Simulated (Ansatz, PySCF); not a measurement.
Process, species as SMILES: COB(O)O [methoxyboronic acid] -> COB([O])O + H atom (the H-O bond at the site shown breaks; other sites are not compared here)
Each molecule is optimised on its own at B3LYP-D3(BJ)/def2-TZVP (Ansatz, an electronic-structure program), one conformer each, not searched for the lowest.
Geometry of the first species:
```
O
B 1 1.3631
O 2 1.3697 1 120.59
H 3 0.9619 2 112.38 1 180.00
O 2 1.3725 1 119.71 3 180.00
H 5 0.9621 2 112.39 1 0.00
C 1 1.4244 2 120.74 3 0.00
H 7 1.0886 1 107.35 2 180.00
H 7 1.0915 8 109.39 1 -120.52
H 7 1.0915 8 109.39 9 -118.96
```

Property: bond dissociation energy (enthalpy at 298 K, with B3LYP-D3(BJ) rigid-rotor harmonic-oscillator terms from PySCF), in kcal/mol. Cores are frozen in the correlated levels unless marked. Open shells are spin-unrestricted. No spin-orbit coupling. No relativistic terms. CBS marks a two-point X^-3 extrapolation of the correlation energy; Hartree-Fock from the larger set.

```csv
level,program,bond dissociation energy (kcal/mol)
HF/cc-pVTZ,Ansatz,82.8
r2SCAN-D4/def2-TZVPD,Ansatz + dftd4,113.2
B97M-V/def2-TZVPD,Ansatz,113.9
PBE0/6-31G*,Ansatz,109.5
```

Task: What does CCSD(T)/CBS(cc-pVTZ,cc-pVQZ) (Ansatz) give?

Result: 120.4 kcal/mol, so PBE0/6-31G* differs from it by -10.9 kcal/mol.
